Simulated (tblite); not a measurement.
C₅H₇AlS.
Bonds: C1–C2, C2–C3 (aromatic), C3–C4 (aromatic), C4–C5 (aromatic), C5–Al6, C5–S7 (aromatic), C2–S7 (aromatic). Hydrogens: H8, H9, H10 on C1; H11 on C3; H12 on C4; H13, H14 on Al6.

Computed with GFN2-xTB (tblite), gas phase: L-BFGS steps from a force-field or distance-geometry start until the largest atomic force falls under 0.01 eV/Å.

Step 1: E = -504.9637 eV
```
atom  x, y, z in Å  |  force x, y, z in eV/Å
C1     -2.5882   -0.4143    0.6047    0.068   0.074  -0.089
C2     -1.1779   -0.1176    0.2057   -0.178  -0.145  -0.202
C3     -0.7094    0.1616   -1.0456   -0.017   0.071  -0.027
C4      0.6878    0.3199   -1.0953   -0.155  -0.026  -0.391
C5      1.3230    0.1372    0.1085    0.273   0.066  -0.108
Al6     3.2458    0.2435    0.4783    0.399   0.036   0.094
S7      0.1310   -0.2262    1.3126   -0.128  -0.109   0.779
H8     -2.7922   -1.4829    0.4367   -0.045   0.339   0.107
H9     -3.2670    0.1823   -0.0182    0.104  -0.237   0.196
H10    -2.7655   -0.1770    1.6598    0.082  -0.103  -0.291
H11    -1.3470    0.2527   -1.9046   -0.076   0.046  -0.085
H12     1.2166    0.5425   -2.0120    0.023   0.016   0.089
H13     3.7932   -0.0017    1.9571   -0.092   0.076  -0.442
H14     4.2492    0.5794   -0.7099   -0.258  -0.104   0.370
```

Step 2: E = -504.9896 eV
```
atom  x, y, z in Å  |  force x, y, z in eV/Å
C1     -2.5878   -0.4124    0.6038    0.149  -0.004  -0.125
C2     -1.1812   -0.1202    0.2002    0.080  -0.132   0.114
C3     -0.7110    0.1630   -1.0468   -0.018   0.036  -0.023
C4      0.6854    0.3191   -1.1013   -0.005  -0.074   0.066
C5      1.3290    0.1391    0.1037   -0.070   0.004   0.005
Al6     3.2538    0.2442    0.4802    0.188   0.022   0.051
S7      0.1278   -0.2289    1.3303   -0.042   0.034   0.061
H8     -2.7931   -1.4762    0.4388   -0.066   0.170   0.074
H9     -3.2646    0.1774   -0.0141   -0.043  -0.089   0.055
H10    -2.7638   -0.1792    1.6534    0.069  -0.036  -0.092
H11    -1.3479    0.2535   -1.9055   -0.099   0.049  -0.104
H12     1.2173    0.5430   -2.0107    0.059   0.039  -0.040
H13     3.7913   -0.0002    1.9484   -0.036   0.061  -0.338
H14     4.2440    0.5773   -0.7026   -0.165  -0.079   0.295
```

Task: Estimate the geometry and energy of step 3. (The exact step hangs on the optimiser's Hessian estimate; all steps are aligned on step 2, rigid shifts and turns removed.)

Result: E = -504.9978 eV, largest force 0.236 eV/Å
```
atom  x, y, z in Å  |  force x, y, z in eV/Å
C1     -2.5852   -0.4118    0.6015    0.109   0.009  -0.045
C2     -1.1804   -0.1233    0.2003    0.156  -0.072   0.051
C3     -0.7122    0.1641   -1.0478   -0.024  -0.007   0.045
C4      0.6849    0.3174   -1.1010    0.013  -0.031  -0.018
C5      1.3296    0.1400    0.1015   -0.041  -0.031   0.169
Al6     3.2597    0.2449    0.4817   -0.025   0.008   0.006
S7      0.1259   -0.2292    1.3373    0.019   0.070  -0.149
H8     -2.7946   -1.4710    0.4408   -0.072   0.024   0.039
H9     -3.2646    0.1742   -0.0119   -0.078  -0.016  -0.016
H10    -2.7620   -0.1806    1.6495    0.067  -0.006  -0.022
H11    -1.3499    0.2546   -1.9075   -0.073   0.043  -0.060
H12     1.2187    0.5439   -2.0112    0.021   0.019   0.015
H13     3.7901    0.0014    1.9394    0.011   0.044  -0.230
H14     4.2394    0.5752   -0.6948   -0.083  -0.054   0.214
```

The energy changes by -0.0082 eV. The first-order estimate −F·Δx gives -0.0121 eV and the mean of the old and new forces, exact on a quadratic surface, -0.0082 eV. The step makes an angle of 25° with the force vector and moves no atom by more than 0.009 Å.

What follows is the cost of the whole relaxation. On an Arm Neoverse N1 with one thread, shared host, this took 0.93 s.
